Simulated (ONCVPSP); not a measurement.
**Reading a pseudo-wave (Mg (Z = 12))**

Columns: radius, all-electron u(r) and pseudo u(r) of the 2s shell (level -81.45 eV) of magnesium in the configuration [He] 2s2 2p6 3s1.75; Wu-Cohen, non-relativistic, ONCV scheme, ONCVPSP 4.0.1.

| r (bohr) | all-electron | pseudo |
| --- | --- | --- |
| 0.057 | -0.5488 | 0.1932 |
| 0.115 | -0.4147 | 0.3838 |
| 0.172 | -0.0554 | 0.5597 |
| 0.230 | 0.3353 | 0.7219 |
| 0.288 | 0.6684 | 0.8626 |
| 0.345 | 0.9159 | 0.9765 |
| 0.402 | 1.0842 | 1.0640 |
| 0.460 | 1.1856 | 1.1253 |
| 0.518 | 1.2299 | 1.1585 |
| 0.575 | 1.2317 | 1.1658 |
| 0.632 | 1.2034 | 1.1505 |
| 0.690 | 1.1533 | 1.1154 |
| 0.747 | 1.0904 | 1.0657 |
| 0.805 | 1.0182 | 1.0038 |
| 0.862 | 0.9434 | 0.9359 |
| 0.920 | 0.8665 | 0.8631 |
| 0.977 | 0.7921 | 0.7909 |
| 1.035 | 0.7192 | 0.7189 |
| 1.092 | 0.6512 | 0.6512 |
| 1.150 | 0.5864 | 0.5864 |
| 1.208 | 0.5262 | 0.5262 |
| 1.265 | 0.4717 | 0.4717 |
| 1.322 | 0.4219 | 0.4219 |
| 1.380 | 0.3757 | 0.3757 |
| 1.438 | 0.3339 | 0.3339 |
| 1.495 | 0.2969 | 0.2969 |

Question: How many radial nodes do the two functions have?

Answer: The all-electron 2s function has n − l − 1 = 1; the pseudo-wave has 0, since the states of the same l below it are removed with the core.

Question: At about which radius was the pseudo-wave matched?

Answer: 1.15 bohr. The columns agree to 0.0005 from 1.03 bohr on; several derivatives are matched, so the curves merge somewhat inside the radius.

Question: Is the pseudo-wave norm-conserving?

Answer: Yes: the ONCV scheme keeps the norm inside the radius equal to the all-electron one, which fixes the energy derivative of the logarithmic derivative at the level.
